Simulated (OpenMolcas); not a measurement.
Multiconfigurational calculation on Ag⁷⁺

Input:

```
&GATEWAY
Coord
1

Ag 0.0 0.0 0.0
Basis=ANO-RCC-VTZP
Group=XYZ
NoMove
AngMom=0.0 0.0 0.0
AMFI
&SEWARD
* reference wave functions (RASSCF and RASSI steps not shown): 4 electrons in 5 orbitals (4d)
>>> COPY JOB001 $Project.JobIph
&CASPT2
Multistate=5 1 2 3 4 5
Frozen=8 6
IPEA=0.25
Imaginary=0.1
MaxIter=60
WThr=0.0 0.3 0.05
PrWF=0.5
NoMix
>>> COPY JOB002 $Project.JobIph
&CASPT2
Multistate=45 1 2 3 4 5 6 7 8 9 10 11 12 13 14 15 16 17 18 19 20 21 22
23 24 25 26 27 28 29 30 31 32 33 34 35 36 37 38 39 40 41 42 43 44 45
Frozen=8 6
IPEA=0.25
Imaginary=0.1
MaxIter=60
WThr=0.0 0.3 0.05
PrWF=0.5
NoMix
>>> COPY JOB003 $Project.JobIph
&CASPT2
Multistate=50 1 2 3 4 5 6 7 8 9 10 11 12 13 14 15 16 17 18 19 20 21 22
23 24 25 26 27 28 29 30 31 32 33 34 35 36 37 38 39 40 41 42 43 44 45 46
47 48 49 50
Frozen=8 6
IPEA=0.25
Imaginary=0.1
MaxIter=60
WThr=0.0 0.3 0.05
PrWF=0.5
NoMix
```

Launched by
```bash
OMP_NUM_THREADS=1 MOLCAS_MEM=1689 MOLCAS_PROJECT=a pymolcas a.inp > a.log  # once for each step of the input, in one work folder
```

Output, cut to the results:

```
--- CASPT2 ---
Orbital specifications:
      -----------------------

      Symmetry species                           1   2
                                                ag  au
      Frozen orbitals                            8   6
      Inactive orbitals                          1   3
      Active orbitals                            5   0
      Secondary orbitals                        22  23
      Deleted orbitals                           0   0
      Number of basis functions                 36  32
Type of calculation                        MS-CASPT2
      Fock operator                              state-specific
      IPEA shift                                 0.25
      Real shift                                 0.00
      Imaginary shift                            0.10
      The input orbitals will be transformed to quasi-canonical
Reference energy:       -5298.5980959813
      E2 (Non-variational):      -0.2953868688
      Shift correction:          -0.0000462997
      E2 (Variational):          -0.2954331685
      Total energy:           -5298.8935291498
      Residual norm:              0.0000008396
      Reference weight:           0.96652
      Contributions to the CASPT2 correlation energy
      Active & Virtual Only:         -0.0310752589
      One Inactive Excited:          -0.1500102989
      Two Inactive Excited:          -0.1143013110
Reference energy:       -5298.5980959813
      E2 (Non-variational):      -0.2953640335
      Shift correction:          -0.0000462674
      E2 (Variational):          -0.2954103010
      Total energy:           -5298.8935062823
      Residual norm:              0.0000008629
      Reference weight:           0.96653
      Contributions to the CASPT2 correlation energy
      Active & Virtual Only:         -0.0310752706
      One Inactive Excited:          -0.1499867052
      Two Inactive Excited:          -0.1143020578
::    CASPT2 Root  1     Total energy:  -5298.89352915
::    CASPT2 Root  2     Total energy:  -5298.89350628
::    CASPT2 Root  3     Total energy:  -5298.89348219
::    CASPT2 Root  4     Total energy:  -5298.89352930
::    CASPT2 Root  5     Total energy:  -5298.89350580
::    MS-CASPT2 Root  1     Total energy:  -5298.89353720
::    MS-CASPT2 Root  2     Total energy:  -5298.89353547
::    MS-CASPT2 Root  3     Total energy:  -5298.89351295
::    MS-CASPT2 Root  4     Total energy:  -5298.89349434
::    MS-CASPT2 Root  5     Total energy:  -5298.89347277
--- CASPT2 ---
Orbital specifications:
      -----------------------

      Symmetry species                           1   2
                                                ag  au
      Frozen orbitals                            8   6
      Inactive orbitals                          1   3
      Active orbitals                            5   0
      Secondary orbitals                        22  23
      Deleted orbitals                           0   0
      Number of basis functions                 36  32
Type of calculation                        MS-CASPT2
      Fock operator                              state-specific
      IPEA shift                                 0.25
      Real shift                                 0.00
      Imaginary shift                            0.10
      The input orbitals will be transformed to quasi-canonical
Reference energy:       -5298.4858050450
      E2 (Non-variational):      -0.3028400444
      Shift correction:          -0.0000486264
      E2 (Variational):          -0.3028886708
      Total energy:           -5298.7886937158
      Residual norm:              0.0000005012
      Reference weight:           0.96533
      Contributions to the CASPT2 correlation energy
      Active & Virtual Only:         -0.0330639959
      One Inactive Excited:          -0.1604923246
      Two Inactive Excited:          -0.1092837238
Reference energy:       -5298.4858050450
      E2 (Non-variational):      -0.3028934543
      Shift correction:          -0.0000486001
      E2 (Variational):          -0.3029420545
      Total energy:           -5298.7887470995
      Residual norm:              0.0000004927
      Reference weight:           0.96532
      Contributions to the CASPT2 correlation energy
      Active & Virtual Only:         -0.0330991742
      One Inactive Excited:          -0.1604525147
      Two Inactive Excited:          -0.1093417655
::    CASPT2 Root  1     Total energy:  -5298.78869372
::    CASPT2 Root  2     Total energy:  -5298.78874710
::    CASPT2 Root  3     Total energy:  -5298.78881808
::    CASPT2 Root  4     Total energy:  -5298.78872955
::    CASPT2 Root  5     Total energy:  -5298.78867746
::    CASPT2 Root  6     Total energy:  -5298.78879508
::    CASPT2 Root  7     Total energy:  -5298.78865259
::    CASPT2 Root  8     Total energy:  -5298.78870413
::    CASPT2 Root  9     Total energy:  -5298.78870518
::    CASPT2 Root 10     Total energy:  -5298.78875794
::    CASPT2 Root 11     Total energy:  -5298.78871665
::    CASPT2 Root 12     Total energy:  -5298.78222505
::    CASPT2 Root 13     Total energy:  -5298.78222507
::    CASPT2 Root 14     Total energy:  -5298.78222524
::    CASPT2 Root 15     Total energy:  -5298.77902255
::    CASPT2 Root 16     Total energy:  -5298.77864126
::    CASPT2 Root 17     Total energy:  -5298.77855054
::    CASPT2 Root 18     Total energy:  -5298.77879633
::    CASPT2 Root 19     Total energy:  -5298.77857061
::    CASPT2 Root 20     Total energy:  -5298.77889199
::    CASPT2 Root 21     Total energy:  -5298.77894327
::    CASPT2 Root 22     Total energy:  -5298.76843651
::    CASPT2 Root 23     Total energy:  -5298.76852997
::    CASPT2 Root 24     Total energy:  -5298.76841430
::    CASPT2 Root 25     Total energy:  -5298.76832845
::    CASPT2 Root 26     Total energy:  -5298.76840613
::    CASPT2 Root 27     Total energy:  -5298.76833360
::    CASPT2 Root 28     Total energy:  -5298.76850604
::    CASPT2 Root 29     Total energy:  -5298.76830846
...
```

Levels above the lowest, from the spin-orbit matrix with the multistate effective Hamiltonian, averaged by term, added to it:

```csv
Configuration,Term,J,E (cm-1),Measured (cm-1),Term weight %,Second
4d4,5D,0,0.0,0.0,92,7 3P(1)
4d4,5D,1,1255,1340,96,4 3P(1)
4d4,5D,2,3070,3212,98,
4d4,5D,3,5100,5292,98,
4d4,5D,4,7230,7443,96,4 3F(1)
4d4,3P(1),0,21830,21309,84,9 1S(1)
4d4,3H,4,24330,23302,69,14 3G
4d4,3P(1),1,26870,26526,93,3 3D
4d4,3H,5,27160,26250,86,14 3G
4d4,3G,3,27920,,50,47 3F(1)
4d4,3F(1),2,28800,28051,92,5 1D(1)
4d4,3H,6,29090,28185,92,8 1I
4d4,3F(1),4,30270,,55,24 3H
4d4,3P(1),2,32660,32134,81,17 3D
4d4,3F(1),3,33710,,51,47 3G
4d4,3G,4,33790,32698,61,19 1G(1)
4d4,3G,5,35980,35077,86,14 3H
4d4,3D,3,38240,36879,93,3 1F
4d4,3D,2,39440,38402,70,14 3P(1)
4d4,3D,1,40350,39191,96,3 3P(1)
4d4,1I,6,41080,39744,92,8 3H
4d4,1G(1),4,44170,43104,73,13 3F(1)
4d4,1S(1),0,46230,,89,9 3P(1)
4d4,1D(1),2,50150,,77,9 3D
```

Against the 18 measured excited levels shown (Atoms 5, 11 (2017), spectra Ag VII to Ag IX) the mean absolute deviation is 750 cm-1; the largest miss in energy is 4d4 3D3: computed 38240, measured 36879 cm-1 (+3.7 %), and the largest in proportion 4d4 5D1 (-6.4 %).

CASPT2 does not keep the components of a term degenerate, so their means are used; among the terms shown or strongly mixed into the levels shown the widest spread is 1000 cm-1 (4d4 1I). The CASPT2 spread within a term exceeds the gap to the next term for 4d4 3D and 4d4 1I, 4d4 1I and 4d4 1G(1), so the order of their levels is uncertain. Measured partners are found by configuration, term and J. A level has none where our copy of the source lacks it or the pairing is in doubt (some pairs that miss far off the trend of their configuration count as doubtful), and it then counts in no deviation. Only configurations of the active space appear. The table shows the lowest 24 of 34 levels.

The CASPT2 steps took 17 s on 1 thread of Arm Neoverse V2, with other jobs on the host; the integral step is not counted.

The term weight is that of the spin-free term in the level, not the purity of its configuration. A number in round brackets counts repeated terms of one configuration in the order of the reference energies.
